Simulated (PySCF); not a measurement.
# Dipole response of F²⁺ (fluorine, charge +2)

[He] 2s2 2p3, high-spin 4S determinant. All numbers are calculated (PySCF 2.14, the non-relativistic Hamiltonian (point nucleus), in def2-QZVPPD). Coupled (time-dependent) response in atomic units; α is the mean over directions.

```
 method  mean α (bohr³)  C₆ (like pair)  S(−4)
    UHF           1.270           1.555  1.562
    PBE           1.248           1.587  1.270
   PBE0           1.242           1.564  1.298
  TPSSh           1.257           1.601  1.298
wB97M-V           1.220           1.562  1.122
```

S(−4) is the Cauchy moment in α(ω) = α(0) + S(−4) ω² + …

α(iu) at wB97M-V:

| u (hartree) | α(iu) (bohr³) |
| --- | --- |
| 0 | 1.220 |
| 0.0500 | 1.217 |
| 0.100 | 1.209 |
| 0.200 | 1.178 |
| 0.300 | 1.131 |
| 0.500 | 1.017 |
| 0.750 | 0.8748 |
| 1.00 | 0.7527 |
| 1.50 | 0.5685 |
| 2.00 | 0.4402 |
| 3.00 | 0.2807 |
| 5.00 | 0.1386 |

A single London oscillator, α(iu) = α/(1 + u²/ω²), gives C₆ = (3/4) ω α². Matching the computed C₆ needs ω = 4 × 1.562 / (3 × 1.220²) = 1.40 hartree.

For an ion, C₆ is the dispersion term alone; charge-induced terms of lower order in 1/R come first.
